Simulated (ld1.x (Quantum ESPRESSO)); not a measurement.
Configuration tests for copper (TM)

ld1.x (Quantum ESPRESSO) 7.5 input, shortened:

```
&input
   title='Cu', zed=29., rel=1, dft='PZ', iswitch=3,
   config='[Ar] 3d10 4s1 4p0'
 /
 &inputp
   pseudotype=2, tm=.true., lloc=1,
   nlcc=.false.
 /
3
4S  1  0   1.00   0.00  1.90  1.90  0.0
3D  3  2  10.00   0.00  0.85  0.85  0.0
4P  2  1   0.00   0.00  4.00  4.00  0.0
 &test
   configts(1)='3d10 4s1 4p0'
 /
```

Energies are relative to the spin-unpolarised reference configuration 3d10 4s1 4p0; without spin polarisation the order of configurations can differ from experiment. Spin-polarised rows fill each open shell by Hund’s rule, majority spin first. Not all tests gave a result: 5 of 9 tests not solved or not reliable. The frozen-core shift is the all-electron ΔE with the core orbitals held at their reference shape minus the fully relaxed ΔE.

(1) Give the all-electron excitation energy and the error of the potential for: 3d8 4s0 4p0; 3d10 4s0.5 4p0; 3d9 4s1 4p0; 3d10 4s1 4p0 (spin-polarised).

Levels in the configuration 3d10 4s1 4p0 (spin-polarised):

```json
{"level": "3d up", "all-electron (eV)": "-5.335", "pseudo (eV)": "-5.322"}
{"level": "4s up", "all-electron (eV)": "-5.164", "pseudo (eV)": "-5.167"}
{"level": "3d down", "all-electron (eV)": "-5.189", "pseudo (eV)": "-5.192"}
```

Note: ghost state, extra bound levels that the all-electron valence spectrum of the same l lacks: s at -368.0 eV. A true bound ghost makes a file unfit for plane-wave use.

Results:

(1)

| valence configuration | charge | ΔE all-electron (eV) | error AE − PS (meV) | frozen-core shift (meV) |
| --- | --- | --- | --- | --- |
| 3d8 4s0 4p0 | +3 | 69.485 | -1555 | n/a |
| 3d10 4s0.5 4p0 | +0.5 | 3.302 | -3.4 | n/a |
| 3d9 4s1 4p0 | +1 | 11.902 | -314 | +49 |
| 3d10 4s1 4p0 (spin-polarised) | 0 | -0.184 | +2.9 | +0.3 |
